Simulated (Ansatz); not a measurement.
`CCOB(C)Cl` and `CCOBCl` differ in one atom or group.

Ansatz, PBE0-D4/def2-TZVP geometries, multiplicity 1. Each molecule was computed in one conformer, which needn't be the lowest.

| property | `CCOB(C)Cl` |
| --- | --- |
| size of the dipole moment (B3LYP/def2-TZVPP) / D | 1.34 |
| HOMO energy (ωB97M-V/def2-TZVPP) / eV | -10.93 |
| HOMO–LUMO gap (B3LYP/def2-TZVPP) / eV | 8.45 |
| size of the dipole moment (ωB97M-V/def2-TZVPP) / D | 1.34 |
| LUMO energy (PBE/def2-TZVPP) / eV | -0.72 |
| LUMO energy (B3LYP/def2-TZVPP) / eV | 0.07 |

(1) Give the same properties after the change, and the shifts. (Best estimate.)

Answers

(1) The calculation gave: 
```csv
property,`CCOBCl`,shift
size of the dipole moment (B3LYP/def2-TZVPP) / D,2.84,1.50
HOMO energy (ωB97M-V/def2-TZVPP) / eV,-11.03,-0.10
HOMO–LUMO gap (B3LYP/def2-TZVPP) / eV,7.97,-0.48
size of the dipole moment (ωB97M-V/def2-TZVPP) / D,2.84,1.50
LUMO energy (PBE/def2-TZVPP) / eV,-1.24,-0.52
LUMO energy (B3LYP/def2-TZVPP) / eV,-0.48,-0.55
```

With PBE0 the HOMO falls by 0.08 eV and the LUMO falls by 0.55 eV, so the gap narrows by about 0.47 eV. PBE moves the HOMO by -0.07 eV and ωB97M-V by -0.10 eV. Dipoles are sizes alone; their direction can turn.

B3LYP here is the variant with VWN-RPA as its local correlation; programs differ in this.
